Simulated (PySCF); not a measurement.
Species: AsBFH₅.
Atom-mapped SMILES: `[F:1][BH2-:2][AsH3+:3]` (hydrogens: H4, H5 on B2; H6, H7, H8 on As3)

Geometry (PBE0-D3(BJ)/def2-SVP, Å), atoms numbered from 1 in this order:
```xyz
8
AsBFH5 angstrom
F      1.8953    0.2396   -1.0564
B      1.3124   -0.0528    0.1399
As    -0.9165    0.0487   -0.1493
H      1.3414   -1.2205    0.4996
H      1.3643    0.8089    1.0050
H     -1.6411    1.3189   -0.5399
H     -1.6782   -0.8987   -1.0515
H     -1.6701   -0.2337    1.1284
```

Linear response at wB97X-D/def2-SVPD (PySCF, frozen core in the response, non-relativistic). Relativistic effects, spin–orbit coupling among them, are left out although an element past zinc is present.

Static isotropic polarisability: 52.84 au (7.83 Å³), principal values 45.7, 46.9, 65.9 au.

(1) What is the polarisability at 1064 nm and at the sodium D line?

(2) What is the isotropic C6 coefficient between two such molecules, C6 = (3/π)∫α(iω)² dω?

(3) Which effective excitation energy ω̄ makes London's formula C6 = (3/4)α²ω̄ exact here?

(4) What does −C6/R⁶ come to at R = 12 Å between centres?

(5) What n − 1 at the D line would an ideal gas of it have at 273.15 K and 1 atm (2.6868 × 10¹⁹ cm⁻³), by n − 1 = 2π·N·α′?

(6) How anisotropic is the static polarisability, by Δα² = ½[(α1 − α2)² + (α2 − α3)² + (α3 − α1)²]?

(7) What molar refraction at the D line follows from R = (4π/3)·N_A·α′, with α′ the polarisability volume?

(8) How many electrons N does the Slater–Kirkwood formula C6 = (3/4)·√N·α^(3/2) need to give this C6?

(9) The lowest 10 singlets have (eV, f): 7.00, 0.097; 7.11, 0.011; 7.33, 0.133; 7.41, 0.025; 7.77, 0.002; 7.88, 0.004; 8.15, 0.026; 8.30, 0.587; 8.94, 0.024; 9.07, 0.008. What share of the static polarisability do they carry in the sum over states α = Σ f/ω²?

## Answers

(1) 53.41 au at 1064 nm (+1.1 %), 54.76 au at 589.3 nm (+3.6 %). The rise at 589.3 nm is 3.38 times that at 1064 nm; a pure ω² law gives 3.26. The lowest singlet lies at 177 nm, shorter than both wavelengths.

(2) 986.3 au (Eh·bohr⁶) by a ten-point quadrature over imaginary frequencies, which is 589 eV·Å⁶ or 56.9 J·nm⁶/mol.

(3) ω̄ = 4·C6/(3α²) = 0.471 Eh = 12.8 eV. A one-pole form α(ω) = α/(1 − ω²/ω̄²) fitted to the 1064 nm value gives 11.3 eV. London's choice of the ionisation energy (10.49 eV, ΔSCF at the same level) gives C6 = 807 au, 18 % too low.

(4) -19 J/mol. This is the leading, orientation-averaged term; C8 and higher terms are left out.

(5) 13.70 × 10⁻⁴, a formal value whether or not that pressure can be reached.

(6) Δα = 19.7 au, or 0.37 of the isotropic value.

(7) α′ = 8.11 Å³ gives R = 20.47 cm³/mol, for isolated, non-vibrating species.

(8) N = (4·C6/3)²/α³ = 11.7; the species has 52 electrons in all.

(9) 10.78 au, 20.4 % of α; the largest term, 6.31 au, is that of the state at 8.30 eV. Their oscillator strengths add up to 0.92. Higher states carry the rest.

Time: 52 s wall, 46 s CPU. Hardware: one thread, Arm Neoverse N1, on a shared host. This is the whole response run at wB97X-D/def2-SVPD, SCF included.

wB97X-D is run here without its empirical dispersion term; that term would change no orbital, density or response property at a fixed geometry.
